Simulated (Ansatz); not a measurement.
Frontier orbitals of C$_{5}$H$_{4}$OS, SMILES `O=Cc1cccs1`.

Charge 0, multiplicity 1. The structure was optimised at the PBE0-D4/def2-TZVP level. It is one conformer, not always the lowest. Basis def2-TZVPP, Ansatz.

| functional | HOMO (eV) | LUMO (eV) | gap (eV) |
| --- | --- | --- | --- |
| LDA (SPW92) | -6.09 | -3.09 | 3.00 |
| PBE | -5.94 | -2.85 | 3.09 |
| revPBE | -5.87 | -2.76 | 3.11 |
| r2SCAN | -6.27 | -2.75 | 3.52 |
| PBE0 | -7.43 | -2.00 | 5.43 |
| B3LYP | -7.21 | -2.18 | 5.03 |
| ωB97M-V | -9.45 | 0.06 | 9.51 |

A quarter of exact exchange (PBE0) shifts PBE's HOMO by −1.50 eV and its LUMO by +0.85 eV; full exchange at long range (ωB97M-V) shifts them by −3.52 and +2.91 eV. The gap opens from 3.09 to 9.51 eV, since occupied levels lose self-interaction and empty ones feel all the electrons. A positive LUMO is unbound and depends on the basis.

B3LYP here is the variant with VWN-RPA as its local correlation; programs differ in this.
